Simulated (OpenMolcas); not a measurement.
# Re5+: moving or changing the point charges

Re5+ among 6 point charges of -1.7 e arranged as a trigonal antiprism (D3d), 1.82 Å from the ion, with a polar angle of 61.9° against the regular 54.74°.

```
Program             : OpenMolcas 26.06
Method              : SS-CASPT2, IPEA 0.25 Eh, imaginary shift 0.1 Eh (closed shells correlated: 5s 5p)
Basis               : ANO-RCC-VTZP [8s7p5d3f2g1h]
Scalar Hamiltonian  : DKH2, point nucleus
Active space        : 2 electrons in 5 orbitals (5d)
State averaging     : 2S+1 = 3 even, 10 roots; 2S+1 = 1 even, 15 roots
Spin-orbit coupling : state interaction with AMFI integrals over the reference wave functions
```

Runs around this geometry, states (labels of D3, the rotations of D3d). Energies in cm-1 above the lowest state or level, χT in cm3 K/mol.

| R (Å) | q (e) | Polar angle / regular | Ground state | First state of that spin | First gap with spin-orbit (degeneracies) | χT at 300 K | First state of another spin |
| --- | --- | --- | --- | --- | --- | --- | --- |
| 1.82 | -1.7 | 1.04 | 3E | 3A2 1140 | 850 (2, 1) | 0.049 | 1E 10110 |
| 1.82 | -0.85 | 1.13 | 3E | 3A2 470 | 27 (2, 1) | 0.142 | 1E 9690 |
| 1.68 | -1.7 | 1.13 | 3E | 3A2 5560 | 1400 (1, 2) | 0.058 | 1A1 5320 |
| 1.82 | -1.7 | 1.13 | 3E | 3A2 3480 | 940 (1, 2) | 0.069 | 1A1 7530 |
| 2 | -1.7 | 1.13 | 3E | 3A2 1850 | 530 (1, 2) | 0.115 | 1A1 9120 |

Taking the first state of the same spin as R^-n, n = -ln(1850 / 5560) / ln(2 / 1.68) = 6.3 between the shortest and longest distance.

Scaling the charges by -0.85 / -1.7 = 0.50 scales the first state of the same spin by 470 / 3480 = 0.14; with fixed orbitals a first-order splitting would follow the charge.

Roots that are degenerate in the reference are averaged as groups; the widest CASPT2 spread within a group is 76 cm-1 (the 2-fold group of multiplicity 3 near 5910 cm-1 above the lowest state of its run, R = 1.82, q = -0.85, ratio = 1.13). Shifts and gaps below about the spread of the groups concerned are not significant. Free-ion shares, where given, are those of the reference states; single-state CASPT2 does not remix them. Spin-orbit coupling mixes the spin-free states strongly: the lowest level takes only 59 % from its leading state, 3E (figures for R = 1.82, q = -1.7, ratio = 1.04; the like holds for R = 1.82, q = -0.85, ratio = 1.13, R = 1.68, q = -1.7, ratio = 1.13, R = 1.82, q = -1.7, ratio = 1.13, R = 2, q = -1.7, ratio = 1.13). An orbital doublet at a regular site is open to a Jahn-Teller distortion, which this geometry leaves out (holds for R = 1.82, q = -1.7, ratio = 1.04; R = 1.82, q = -0.85, ratio = 1.13; R = 1.68, q = -1.7, ratio = 1.13; R = 1.82, q = -1.7, ratio = 1.13). This is an electrostatic model: the charges have no orbitals. No measured value stands beside these numbers.
